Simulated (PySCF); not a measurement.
**BePb: energy against distance**

Set-up: PySCF, scalar-relativistic core potentials, basis sets Be aug-cc-pVDZ, Pb aug-cc-pVDZ-PP with ECP60. Energies in eV from Be + Pb in their ground configurations at the same level. State: ³Σ⁻ (triplet), unpaired electrons π ↑↑.

All columns are PBE0. A positive dipole means Be(−)Pb(+).

| R (Å) | E (eV) | μ (D) | Mulliken charge on Be (basis-dependent) | HOMO (eV) | LUMO (eV) | Mayer bond order | ⟨S²⟩ |
| --- | --- | --- | --- | --- | --- | --- | --- |
| 2.079 | -0.668 | -0.71 | -0.44 | -5.40 | -2.67 | 1.67 | 2.04 |
| 2.176 | -0.941 | -0.71 | -0.37 | -5.28 | -2.75 | 1.57 | 2.04 |
| 2.273 | -1.090 | -0.71 | -0.32 | -5.17 | -2.82 | 1.46 | 2.05 |
| 2.345 | -1.141 | -0.71 | -0.29 | -5.10 | -2.86 | 1.37 | 2.06 |
| 2.418 | -1.154 | -0.72 | -0.26 | -5.04 | -2.89 | 1.27 | 2.07 |
| 2.490 | -1.139 | -0.74 | -0.23 | -4.99 | -2.92 | 1.18 | 2.08 |
| 2.587 | -1.088 | -0.76 | -0.21 | -4.92 | -2.94 | 1.06 | 2.08 |
| 2.708 | -0.992 | -0.81 | -0.18 | -4.85 | -2.96 | 0.91 | 2.09 |
| 2.853 | -0.855 | -0.88 | -0.16 | -4.79 | -3.03 | 0.75 | 2.09 |
| 3.047 | -0.670 | -0.97 | -0.13 | -4.72 | -3.11 | 0.56 | 2.07 |

A fit through these points gives, at Re = 2.412 Å, μ = -0.72 D and dμ/dR = -0.139 D/Å; the reduced mass is 8.638 u.

How strong is the fundamental in the double-harmonic approximation, I = 42.26·(dμ/dR)²/μred km/mol?

I = 42.26·(-0.139)²/8.638 = 0.0945 km/mol at PBE0.

These are scalar-relativistic numbers at best; spin–orbit coupling would shift them, the dissociation energy most. The state was picked by a PBE0 search and need not be the measured ground state.
